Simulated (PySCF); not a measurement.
CrF4, SMILES [F][Cr+]([F])([F])[F] (connectivity only; charge and spin as stated), charge +1, multiplicity 2. Atoms are numbered in the order given.

```xyz
5

Cr     0.0000     0.0000     0.0000
F      0.9613     0.9613     0.8815
F     -0.9613    -0.9613     0.8815
F      0.9613    -0.9613    -0.8815
F     -0.9613     0.9613    -0.8815
```
Charge +1, spin multiplicity 2.

Coordinates come from a PBE0-D3(BJ)/def2-SVP optimisation. A frequency run showed that this geometry is not a minimum. The spin state was assumed, not searched.

Level of theory: PBE/def2-TZVP (PySCF).

ESP charges are fitted to the potential on shells at 1.4 to 2.0 van der Waals radii. Atomic charges (e):

```tsv
atom	ESP fit	Löwdin	Mulliken	meta-Löwdin	Mulliken spin
Cr1	0.98	0.69	1.64	___	0.89
F2	0.01	0.08	-0.16	___	0.03
F3	0.01	0.08	-0.16	___	0.03
F4	0.01	0.08	-0.16	___	0.03
F5	0.01	0.08	-0.16	___	0.03
```

Fill in the missing entries. (Estimate from the structure and the level; the computed values follow.)


- Cr1, meta-Löwdin: 1.65
- F2, meta-Löwdin: -0.16
- F3, meta-Löwdin: -0.16
- F4, meta-Löwdin: -0.16
- F5, meta-Löwdin: -0.16
